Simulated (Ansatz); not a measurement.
**What each rung costs, and what it gives**

Saddle point of SnH$_{4}$SO, closed shell (SnH₄SO ([OH][SnH2][SH]) → SnH₂S ([S][SnH2]) + H₂O (still joined by a long Sn–O bond); bonds formed: O2–H4; bonds broken: S3–H4; bonds weakened to dative contacts: Sn1–O2), PBE0-D4/def2-TZVP structure:

```json
{"atom": "Sn1", "x (Å)": "0.2676", "y (Å)": "0.2596", "z (Å)": "0.8295"}
{"atom": "O2", "x (Å)": "-0.8545", "y (Å)": "-0.4105", "z (Å)": "-0.8360"}
{"atom": "S3", "x (Å)": "1.8551", "y (Å)": "-0.8192", "z (Å)": "-0.4501"}
{"atom": "H4", "x (Å)": "0.3137", "y (Å)": "-0.7793", "z (Å)": "-1.1064"}
{"atom": "H5", "x (Å)": "0.1000", "y (Å)": "1.9614", "z (Å)": "0.8310"}
{"atom": "H6", "x (Å)": "-0.4767", "y (Å)": "-0.4513", "z (Å)": "2.1880"}
{"atom": "H7", "x (Å)": "-1.2050", "y (Å)": "0.2391", "z (Å)": "-1.4560"}
```

Barriers are electronic and count from the start structure reached by relaxing down the imaginary mode.

Computed with Ansatz 0.2.0 (basis: as named in each row); correlated methods freeze the cores. Filled d shells of the heavier atoms are correlated. Core potentials replace the inner electrons of the atoms past krypton. The def2 sets are not built for correlating such inner shells, so the correlated values are less sure here. B3LYP uses VWN-RPA correlation. Extrapolation: Hartree–Fock as exp(−7.88 √X), correlation as X^−2.97.

Times are rough, for one single point on 4 threads of a shared host (Arm Neoverse V1).

The estimate by CCSD(T) at an estimated basis limit (MP2 extrapolated from triple and quadruple zeta, plus CCSD(T) − MP2 in triple zeta) is 1.140 eV.

| method | basis | time (s) | barrier (eV) | method less estimate |
| --- | --- | --- | --- | --- |
| SPW92 | def2-SVP | under 1 | 0.551 | -0.589 |
| PBE-D4 | def2-SVP | under 1 | 0.770 | -0.370 |
| SPW92 | def2-TZVPP | under 1 | 0.693 | -0.447 |
| PBE0-D4 | def2-SVP | under 1 | 0.915 | -0.225 |
| PBE-D4 | def2-TZVPP | 1 | 0.901 | -0.239 |
| BLYP-D4 | def2-TZVPP | 1 | 1.027 | -0.113 |
| PBE0-D4 | def2-TZVPP | 2 | 1.042 | -0.098 |
| B3LYP-D4 | def2-TZVPP | 2 | 1.130 | -0.010 |
| BHLYP-D4 | def2-TZVPP | 2 | 1.303 | 0.163 |
| CAM-B3LYP-D4 | def2-TZVPP | 2 | 1.191 | 0.051 |
| CCSD(T) | def2-SVP | 2 | 1.176 | 0.036 |
| r2SCAN0-D4 | def2-TZVPP | 3 | 1.099 | -0.041 |
| r2SCAN-D4 | def2-TZVPP | 3 | 1.011 | -0.129 |
| B2PLYP | def2-TZVPP | 3 | 1.150 | 0.010 |
| PBE-QIDH | def2-TZVPP | 3 | 1.129 | -0.011 |
| wB97M-V | def2-SVP | 3 | 1.012 | -0.128 |
| RPA on PBE | def2-TZVPP | 3 | 1.200 | 0.060 |
| wB97X-V | def2-TZVPP | 4 | 1.218 | 0.078 |
| B97M-V | def2-TZVPP | 6 | 1.132 | -0.008 |
| wB97M-V | def2-TZVPP | 6 | 1.158 | 0.018 |
| MP2 | def2-QZVPP | 8 | 1.076 | -0.064 |
| CCSD(T) | def2-TZVPP | 40 | 1.188 | 0.048 |

All methods are single points on the PBE0-D4 structures.

The T1 diagnostic stays at or below 0.016.

Labels in which every atom is bracketed show which atoms are joined, not bond orders.
